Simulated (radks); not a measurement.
Values are calculated unless marked as measured or tabulated.
The mean radii <r> (bohr) of the occupied orbitals of an atom or ion are listed with their occupations. Level of theory: scalar-relativistic Kohn-Sham, PBEsol, spin-polarised, spherical densities, point nucleus (a radial shooting solver on a logarithmic mesh with Libxc functionals).

orbital  occ.      <r>
1s up       1  0.04031
1s down     1  0.04031
2s up       1   0.1779
2s down     1   0.1779
2p up       3   0.1551
2p down     3   0.1551
3s up       1   0.5108
3s down     1   0.5106
3p up       3   0.5188
3p down     3   0.5184
3d up       5   0.5246
3d down     5   0.5233
4s up       1    1.390
4s down     1    1.391
4p up       3    1.566
4p down     1    1.576

Name the element and its charge. Open shells, if any, are filled with parallel spins first.

Answer. Z = 37, rubidium, charge +3: Rb3+ in [Ar] 3d10 4s2 4p4. The 1s radius gives Z: for a bare nucleus <r> = (2 gamma + 1)/(2Z) with gamma = sqrt(1 - (Z/c)^2), 0.03954 bohr for Z = 37, and screening makes it slightly larger (0.04031 here). The occupations add up to 34, and the charge is Z minus that.
